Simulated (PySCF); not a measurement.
Assignment exercise: C₆H₉FO₂Si

Structure with atom numbers: `[CH3:1][O:2][Si@@H:3]1[CH2:4][C:5]([C:6]([CH3:7])=[O:8])=[C:9]1[F:10]`; H(Xn) means a hydrogen on atom n. Ha(C4) is cis to O2 on the ring; Hb(C4) is trans to O2 on the ring.

[PySCF: shielding tensors at PBE0/pcSseg-1 (GIAO); GFN2-xTB structure; relativity neglected; one conformer; no solvent; averaged over atoms made equivalent by symmetry, fast rotation or ring inversion]

References, each an isolated molecule treated in the same way: ¹³C, ¹H against TMS.

Problem. Assign these signals to the numbered atoms. ¹³C{¹H} NMR (computed): δ 197.1 (C), 184.4 (C), 140.0 (C), 54.8 (CH3), 34.8 (CH3), 14.5 (CH2).

Solution. 
197.1 → C6, ketone carbonyl carbon: low-lying n→π* states of the double bond to the heteroatom give a large paramagnetic term (-254 ppm)
184.4 → C9, β carbon of a C=C–C=O unit: conjugation with the carbonyl draws π density from the β position
140.0 → C5, α carbon of a C=C–C=O unit: as expected for a trigonal carbon in a double bond
54.8 → C1, methyl carbon bonded to O: the inductive effect lowers its shielding
34.8 → C7, methyl carbon α to a carbonyl: the adjacent C=O deshields it moderately
14.5 → C4, allylic sp3 CH2 bonded to Si

Problem. Assign these signals to the numbered atoms. ¹H NMR (500 MHz, computed): δ 5.45 (m, 1H), 4.04 (s, 3H), 2.47 (s, 3H), 1.59 (m, 1H), 1.55 (m, 1H).

Solution. 
5.45 → H(Si3), hydrogen on a silicon bonded to 2 C, O, in a 4-membered ring
4.04 → H(C1), hydrogen on a methyl carbon bonded to O: its carbon carries O, hence the downfield position
2.47 → H(C7), hydrogen on a methyl carbon α to a carbonyl: α to C=O
1.59 → Hb(C4), hydrogen on an allylic sp3 CH2 bonded to Si: allylic position
1.55 → Ha(C4), hydrogen on an allylic sp3 CH2 bonded to Si

Hb(C4) and Ha(C4) lie closer than the usual error of such a calculation, so a measured spectrum could show them in the other order.

Splittings by ¹⁹F in the carbon and heteronuclear signals aren't shown, as no couplings were computed. Shifts are as computed. Against solution values, carbons near 30 ppm lie about +3 ppm off and those near 130 ppm about +5 ppm. Of 1211 compounds with measured shifts, 218 miss one by over three times the rms of a fit or turn the order of signals round; such compounds aren't used in these exercises. No couplings were computed; multiplicities are counted from neighbouring protons, with m where these are inequivalent, close in shift, in a saturated or five-membered ring or joined by F or P, and br s for small geminal =CH2 splittings.
